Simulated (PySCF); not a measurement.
1,1-dichloro-1-fluoropropane (C3H5Cl2F), SMILES FC(Cl)(CC)Cl.

The structure is a stationary point at ωB97X-D3(BJ)/def2-SVP. The values are those of a single conformer.

Two levels are set side by side: TDDFT-PBE/def2-SVPD (PySCF) and TDDFT-PBE0/def2-SVPD (PySCF). Vertical, same geometry. The lowest singlet is HOMO→LUMO 97 % with PBE and HOMO→LUMO 95 % with the other functional; states are paired by order. Differences are taken from unrounded values.

```
quantity                              TDDFT-PBE
------------------------------------  ---------
lowest singlet excitation (eV)             6.41
lowest triplet excitation (TDA) (eV)       5.81
```

### Question
These are the TDDFT-PBE values. What does TDDFT-PBE0 give? (Estimate from the structure and the level; the computed values follow.)

### Answer

| quantity | TDDFT-PBE0 | TDDFT-PBE minus TDDFT-PBE0 |
|---|---|---|
| lowest singlet excitation (eV) | 6.98 | -0.58 |
| lowest triplet excitation (TDA) (eV) | 6.23 | -0.42 |

A lower first singlet is the usual sign of a functional without exact exchange. Differences between two approximate levels are no errors against the true value.

Rough cost on one machine, each run with all the roots and properties that it gave: TDDFT-PBE0 against TDDFT-PBE about 5 times.
